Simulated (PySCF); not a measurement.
**HfF at ROHF-SCS-MP2**

Computed with ROHF-SCS-MP2; PySCF, scalar-relativistic core potentials, basis sets Hf def2-TZVPPD with ECP60, F def2-TZVPPD.

* state: ²Δ (doublet), unpaired electrons δ ↑
* bond length: 1.874 Å
* harmonic wavenumber: 661 cm⁻¹
* force constant: 4.43 mdyn/Å
* rotational constant Be: 0.2794 cm⁻¹
* anharmonicity ωexe: 2.69 cm⁻¹
* vibration–rotation constant αe: 0.00158 cm⁻¹

Correlated steps freeze 1 core orbital. These are scalar-relativistic numbers at best; spin–orbit coupling would shift them, the dissociation energy most. With d or f electrons several states lie close, and the lowest PBE0 determinant need not be the measured ground state.
